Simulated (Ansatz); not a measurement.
Born–Oppenheimer molecular dynamics of H2O2Zn (5 atoms, charge 0, multiplicity 1). It starts from a relaxed structure.

The calculation used RKS B3LYP/def2-SVP in Ansatz 0.2.0.

| Property | Result |
| --- | --- |
| ensemble | NVE (Milne-controlled integrator) |
| time step | 0.5 fs |
| steps asked | 250 |
| starting velocities drawn for | 300 K |
| seed | 120931 |

Frames 5 fs apart, positions in Å.

Velocities at 0 fs (Å/ps):

```
Zn -1.51 0.01 -0.16
O 2.99 0.22 -1.63
H 1.69 -7.34 6.75
O 2.07 2.51 1.81
H 15.79 -36.35 0.45
```

```xyz
5
Properties=species:S:1:pos:R:3 time_fs=0 energy_less_start_eV=0.000 T=300
Zn -0.059 -0.107 0.000
O -0.022 -0.021 1.773
H -0.877 -0.196 2.186
O -0.006 -0.029 -1.773
H 0.309 -0.845 -2.186
5
Properties=species:S:1:pos:R:3 time_fs=5 energy_less_start_eV=0.010 T=274
Zn -0.066 -0.107 -0.001
O -0.009 -0.020 1.766
H -0.840 -0.227 2.204
O 0.008 -0.027 -1.769
H 0.326 -0.864 -2.111
5
Properties=species:S:1:pos:R:3 time_fs=10 energy_less_start_eV=0.056 T=155
Zn -0.074 -0.107 -0.001
O 0.005 -0.020 1.760
H -0.813 -0.260 2.228
O 0.022 -0.024 -1.766
H 0.359 -0.920 -2.083
5
Properties=species:S:1:pos:R:3 time_fs=15 energy_less_start_eV=0.072 T=114
Zn -0.081 -0.106 -0.001
O 0.017 -0.019 1.759
H -0.769 -0.287 2.234
O 0.039 -0.031 -1.766
H 0.348 -0.847 -2.070
5
Properties=species:S:1:pos:R:3 time_fs=20 energy_less_start_eV=0.083 T=87
Zn -0.089 -0.105 0.000
O 0.031 -0.019 1.760
H -0.753 -0.322 2.251
O 0.052 -0.031 -1.764
H 0.392 -0.910 -2.161
5
Properties=species:S:1:pos:R:3 time_fs=25 energy_less_start_eV=0.070 T=119
Zn -0.096 -0.103 0.000
O 0.042 -0.019 1.764
H -0.718 -0.346 2.251
O 0.068 -0.041 -1.769
H 0.371 -0.807 -2.184
5
Properties=species:S:1:pos:R:3 time_fs=30 energy_less_start_eV=0.061 T=142
Zn -0.102 -0.102 0.000
O 0.053 -0.018 1.769
H -0.703 -0.373 2.259
O 0.078 -0.041 -1.769
H 0.404 -0.852 -2.256
5
Properties=species:S:1:pos:R:3 time_fs=35 energy_less_start_eV=0.034 T=211
Zn -0.106 -0.102 -0.001
O 0.061 -0.017 1.774
H -0.684 -0.393 2.263
O 0.088 -0.043 -1.771
H 0.398 -0.829 -2.232
5
Properties=species:S:1:pos:R:3 time_fs=40 energy_less_start_eV=0.033 T=214
Zn -0.110 -0.103 -0.002
O 0.067 -0.016 1.776
H -0.663 -0.405 2.265
O 0.095 -0.041 -1.772
H 0.400 -0.848 -2.185
5
Properties=species:S:1:pos:R:3 time_fs=45 energy_less_start_eV=0.070 T=119
Zn -0.112 -0.103 -0.003
O 0.071 -0.015 1.773
H -0.658 -0.418 2.278
O 0.097 -0.034 -1.770
H 0.414 -0.920 -2.129
5
Properties=species:S:1:pos:R:3 time_fs=50 energy_less_start_eV=0.096 T=53
Zn -0.113 -0.104 -0.003
O 0.072 -0.015 1.768
H -0.635 -0.414 2.275
O 0.101 -0.035 -1.770
H 0.385 -0.870 -2.045
5
Properties=species:S:1:pos:R:3 time_fs=55 energy_less_start_eV=0.113 T=9
Zn -0.112 -0.104 -0.002
O 0.071 -0.015 1.759
H -0.640 -0.419 2.286
O 0.099 -0.028 -1.766
H 0.409 -0.960 -2.057
```

Of the whole run (125 fs, mean temperature of the second half 162 K): The conserved energy stayed within 0.089 meV per atom of its start (net change -0.0074 meV per atom), so the integration is sound. Over the second half the temperature averaged 0.54 of the 300 K drawn at the start: a run that starts near a minimum puts about half its kinetic energy into the potential. A run of 0.12 ps of so small a system gives no equilibrium averages.

The run took 9.7 min on 1 thread of Arm Neoverse V1, with other jobs on the host, peak memory 0.13 GiB.
